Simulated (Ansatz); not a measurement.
## Ansatz (development build ahead of 0.2.0) run

```yaml
crystal:
  periodic: [false, false, false]
  atoms:
    - { symbol: Be, position_ang: [0.0, 0.0, 0.0] }
    - { symbol: F, position_ang: [0.94079, 1.25438, 2.71582] }
basis:
  gaussian: { orbitals: STO-3G }
magnetization:
  initial_magnetization: 1
hamiltonian:
  xc: hf
correlation:
  method: fci
  frozen_orbitals: { Be: 0, F: 1 }
```

The input is written out in the form of the current development build from the run's settings.

Output:

```json
{"Converged": "yes", "Total energy": "-112.39074 hartree", "State": "lowest doublet root, of any spatial symmetry"}
```
